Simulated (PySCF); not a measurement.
C4H6BF, SMILES FB1C=CCC1.

The structure is a stationary point at TPSSh-D3(BJ)/def2-SVP. This is a generated structure with no PubChem entry under its InChIKey; it may be hypothetical. One conformer was computed; it need not be the lowest.

All values below come from TDA-M06-2X/def2-SVPD in PySCF.

Vertical excitations. Isolated molecule, no solvent. State labels are in the subgroup Cs.

Problem. Give excitation energies, oscillator strengths and character. (Estimate from the structure and the level; the computed values follow.)

Solution. 
| state | symmetry | energy (eV) | λ (nm) | f | main pairs |
|---|---|---|---|---|---|
| S1 | A" | 5.78 | 214 | 0.001 | HOMO−1→LUMO 96 % |
| S2 | A' | 6.68 | 186 | 0.293 | HOMO→LUMO 91 % |
| S3 | A" | 7.20 | 172 | 0.001 | HOMO−2→LUMO 91 % |
| S4 | A" | 7.47 | 166 | 0.024 | HOMO→LUMO+1 84 % |
| S5 | A" | 7.91 | 157 | 0.000 | HOMO−4→LUMO 66 %, HOMO−5→LUMO 25 % |
| S6 | A' | 8.03 | 154 | 0.009 | HOMO−1→LUMO+1 94 % |
| S7 | A" | 8.06 | 154 | 0.002 | HOMO→LUMO+2 80 % |
| S8 | A" | 8.21 | 151 | 0.003 | HOMO−5→LUMO 32 %, HOMO−1→LUMO+4 27 %, HOMO−4→LUMO 26 %, HOMO−1→LUMO+8 8 % |
| S9 | A" | 8.49 | 146 | 0.028 | HOMO→LUMO+3 76 % |
| S10 | A' | 8.58 | 145 | 0.086 | HOMO−3→LUMO 94 % |
| T1 | A' | 4.22 | 294 | 0 | HOMO→LUMO 95 % |
| T2 | A" | 5.47 | 227 | 0 | HOMO−1→LUMO 93 % |
| T3 | A" | 6.73 | 184 | 0 | HOMO−2→LUMO 89 % |
| T4 | A" | 7.44 | 167 | 0 | HOMO→LUMO+1 86 % |
Triplets are in the Tamm–Dancoff approximation.
